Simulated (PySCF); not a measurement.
C2H7ClFNSi.

```xyz
13

C     -2.0216    -0.7190     1.3150
C     -1.3303     0.5822     0.8859
Si     0.3357     0.3292     0.0808
N      1.4539    -0.4285     1.1457
F      0.8458     1.7891    -0.4781
Cl     0.2013    -0.8958    -1.5933
H     -1.3963    -1.2872     2.0329
H     -2.1976    -1.3803     0.4427
H     -3.0018    -0.5236     1.7950
H     -1.1739     1.2592     1.7561
H     -1.9588     1.1582     0.1731
H      1.6328    -0.0170     2.0650
H      2.2947    -0.8710     0.7679
```

The structure is a stationary point at PBE-D3(BJ)/def2-SVP. The structure was generated by enumeration; whether it is a known compound was not checked. One conformer was computed; it need not be the lowest.

The numbers are results of PBE/pcSseg-1 (PySCF), not measurements. Non-relativistic, no solvent.

Computed absolute GIAO shielding of each atom: isotropic value and principal components (ppm):
```
atom  σ(iso)    σ11    σ22     σ33   span
----  ------  -----  -----  ------  -----
C1     168.9  161.4  164.5   180.7   19.3
C2     166.4  158.7  165.9   174.4   15.7
Si3    327.7  302.6  312.9   367.4   64.8
N4     220.4  190.6  212.1   258.4   67.8
F5     260.8  207.6  249.9   325.0  117.4
Cl6    893.0  781.1  857.4  1040.5  259.5
H7      30.0   25.4   29.2    35.4   10.0
H8      29.8   24.8   29.9    34.7    9.9
H9      29.8   25.0   27.1    37.4   12.4
H10     30.2   26.0   28.8    36.0   10.0
H11     30.2   25.9   28.7    35.9    9.9
H12     30.1   23.6   25.8    40.8   17.1
H13     29.8   23.0   26.5    39.8   16.8
```
